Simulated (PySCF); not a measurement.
# [GaSe2]-: breathing scan

Method: B3LYP/[Ga def2-SVPD, Se def2-SVPD], no relativity, density fitting, PySCF.

Rigid scan from the singlet minimum (Ga–Se 2.217 Å (×2); Se–Ga–Se 180.0°). Coordinate: all bonds to the central atom scaled together. Energies in kJ/mol from the minimum.

| scale of all bonds to the centre | E (kJ/mol) |
| --- | --- |
| 0.88 | 168.7 |
| 0.92 | 65.0 |
| 0.96 | 14.1 |
| 1.00 | 0.0 |
| 1.04 | 10.8 |
| 1.08 | 38.2 |
| 1.14 | 96.9 |
| 1.22 | 188.3 |
| 1.35 | 329.3 |

At long bonds a restricted determinant can lie too high, and another spin state can fall below this curve.

Other isomers or separated fragments may lie lower.
